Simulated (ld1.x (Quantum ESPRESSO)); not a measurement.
**Plane-wave convergence, PAW potential for Li**

| Property | Result |
| --- | --- |
| Element | Li |
| Generator | ld1.x (Quantum ESPRESSO) 7.5 |
| Type | PAW |
| Functional | LDA (PZ) |
| Relativity | scalar-relativistic |
| Frozen core | none |
| Valence charge | 3 |
| Reference configuration | 1s2 2s1 2p0 |
| Partial waves | 1s (bound): rcut 0.90, rcutus 1.05 bohr; 2s (bound): rcut 0.90, rcutus 1.05 bohr; 2p (bound, empty): rcut 4.25, rcutus 4.80 bohr; 2p channel at 0.6 Ry: rcut 4.25, rcutus 4.80 bohr |
| Local potential | all-electron potential smoothed inside 4.20 bohr (lloc = -1) |
| Core correction | none |
| Augmentation charge | PSQ, inside the norm-conserving radii |

The pseudo-atom Hamiltonian at the reference potential is diagonalised in spherical Bessel functions j_l(qr) that vanish at 20 bohr, with q² up to the cutoff. All-electron valence levels (Ry): 1s -3.7559, 2s -0.2114, 2p -0.0829.

Q: How do the lowest levels (Ry) of each channel move with the cutoff, and are there ghosts?

A:

```tsv
cutoff (Ry)	s #1	s #2	p #1	p #2	d #1	f #1	Σ f·Δε (mRy)
8	-2.7993	-0.1096	-0.0829	0.0395	0.0454	0.0994	2015.1
12	-3.2303	-0.1269	-0.0829	0.0395	0.0454	0.0994	1135.7
21	-3.6267	-0.1580	-0.0829	0.0395	0.0454	0.0994	311.9
30	-3.7221	-0.1785	-0.0829	0.0395	0.0454	0.0994	100.5
45	-3.7544	-0.2014	-0.0829	0.0395	0.0454	0.0994	13.1
55	-3.7555	-0.2081	-0.0829	0.0395	0.0454	0.0994	4.0
80	-3.7557	-0.2113	-0.0829	0.0395	0.0454	0.0994	0.5
100	-3.7559	-0.2114	-0.0829	0.0395	0.0454	0.0994	0.1
400	-3.7559	-0.2114	-0.0829	0.0395	0.0454	0.0994	0.0
```

Result: no extra level below or beside the all-electron valence levels (s, p, d, f tested); 10 mRy is reached at 50 Ry and 1 mRy at 80 Ry.

6 of 6 tests not solved or not reliable.
